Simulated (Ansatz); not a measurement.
Cost and result for the atomization energy of C₃H₈AlClO, SMILES `CC(C)[O][AlH][Cl]` (14 atoms, 13 bonds).

Z-matrix (Å, degrees):
```
C
C 1 1.515
H 1 1.092 2 110.7
H 1 1.093 2 110.8 3 -120.1
H 1 1.093 2 110.1 3 119.8
C 2 1.515 1 112.1 3 179.5
O 2 1.413 1 109.0 3 -59.8
H 2 1.099 1 108.7 3 59.3
H 6 1.093 2 110.7 1 -59.5
H 6 1.092 2 110.7 1 -179.6
H 6 1.093 2 110.1 1 60.6
Al 7 1.673 2 136.0 1 117.4
Cl 12 2.098 7 118.9 2 0.0
H 12 1.564 7 120.1 2 -180.0
```

Total charge 0; spin multiplicity 1. The structure was optimised at the PBE0-D4/def2-TZVP level. It is one conformer, not always the lowest. Program: Ansatz. Hardware: A = 2 threads of a server CPU on a shared host; B = 2 threads of an AMD EPYC 7R13 on a shared host and a share of an NVIDIA H100 80 GB. Times are those of one run each, without the atoms' runs, and a repeat can differ threefold. Electronic energies, without spin–orbit coupling; frozen cores. CCSD(T)/CBS adds CCSD(T) − MP2 in def2-TZVPP to the MP2 limit, and its time is that of the two runs behind it. T1 = 0.011. B3LYP takes the VWN-RPA correlation (the form of Gaussian; ORCA's B3LYP/G). HSE06 is the plane-wave form, built on full-range PBE exchange.

CCSD(T)/CBS is a level of theory with its own doubt, some kJ/mol a heavy atom from the limit and from the frozen cores, so smaller differences don't rank the functionals.

```
                                level  functions  wall time
           LDA (SPW92)/def2-TZVPP [A]        320      4.9 s
               CCSD(T)/def2-TZVPP [B]        320      6.5 s
                   MP2/def2-QZVPP [B]        608        7 s
             revPBE-D4/def2-TZVPP [A]        320        7 s
  PBE-D4/def2-TZVPP (with forces) [A]        320      9.1 s
              HSE06-D4/def2-TZVPP [A]        320       12 s
                    CCSD(T)/CBS(def2)          –       14 s
            r2SCANh-D4/def2-TZVPP [A]        320       16 s
B3LYP-D4/def2-TZVPP (with forces) [A]        320       18 s
                B2PLYP/def2-TZVPP [A]        320       20 s
              PBE-QIDH/def2-TZVPP [A]        320       20 s
                 CCSD(T)/def2-SVP [A]        132       29 s
 ωB97M-V/def2-TZVPP (with forces) [A]        320       35 s
```

What atomization energy does each give, and how far from CCSD(T)/CBS? (Best estimate.)

The calculation gave: 
```json
{"level": "LDA (SPW92)/def2-TZVPP [A]", "atomization (kJ/mol)": "6043.4", "difference from CCSD(T)/CBS": "695.5", "per bond": "53.5"}
{"level": "CCSD(T)/def2-TZVPP [B]", "atomization (kJ/mol)": "5220.7", "difference from CCSD(T)/CBS": "-127.2", "per bond": "-9.8"}
{"level": "MP2/def2-QZVPP [B]", "atomization (kJ/mol)": "5380.4", "difference from CCSD(T)/CBS": "32.5", "per bond": "2.5"}
{"level": "revPBE-D4/def2-TZVPP [A]", "atomization (kJ/mol)": "5288.5", "difference from CCSD(T)/CBS": "-59.4", "per bond": "-4.6"}
{"level": "PBE-D4/def2-TZVPP (with forces) [A]", "atomization (kJ/mol)": "5409.4", "difference from CCSD(T)/CBS": "61.5", "per bond": "4.7"}
{"level": "HSE06-D4/def2-TZVPP [A]", "atomization (kJ/mol)": "5345.1", "difference from CCSD(T)/CBS": "-2.8", "per bond": "-0.2"}
{"level": "CCSD(T)/CBS(def2)", "atomization (kJ/mol)": "5347.9", "difference from CCSD(T)/CBS": "0.0", "per bond": "0.0"}
{"level": "r2SCANh-D4/def2-TZVPP [A]", "atomization (kJ/mol)": "5333.2", "difference from CCSD(T)/CBS": "-14.7", "per bond": "-1.1"}
{"level": "B3LYP-D4/def2-TZVPP (with forces) [A]", "atomization (kJ/mol)": "5325.6", "difference from CCSD(T)/CBS": "-22.3", "per bond": "-1.7"}
{"level": "B2PLYP/def2-TZVPP [A]", "atomization (kJ/mol)": "5281.9", "difference from CCSD(T)/CBS": "-66.0", "per bond": "-5.1"}
{"level": "PBE-QIDH/def2-TZVPP [A]", "atomization (kJ/mol)": "5319.8", "difference from CCSD(T)/CBS": "-28.1", "per bond": "-2.2"}
{"level": "CCSD(T)/def2-SVP [A]", "atomization (kJ/mol)": "5105.0", "difference from CCSD(T)/CBS": "-242.9", "per bond": "-18.7"}
{"level": "ωB97M-V/def2-TZVPP (with forces) [A]", "atomization (kJ/mol)": "5356.0", "difference from CCSD(T)/CBS": "8.1", "per bond": "0.6"}
```

From BLYP to BHLYP (50 % exact exchange), in def2-TZVPP and without D4, the atomization energy moves by −65.9 kJ/mol: exact exchange takes away binding that semilocal exchange gives to molecules. At CCSD(T), def2-SVP lies −242.8 kJ/mol from the extrapolated value and def2-TZVPP −127.2 kJ/mol: correlation converges slowly with the basis, and small sets miss more of it in the bonded molecule than in its fragments. The D4 term adds +47.0 kJ/mol with B3LYP and +25.2 kJ/mol with PBE0; it sums over pairs of atoms, weighted by their polarisabilities, and B3LYP, whose exchange is more repulsive, gets the larger term.
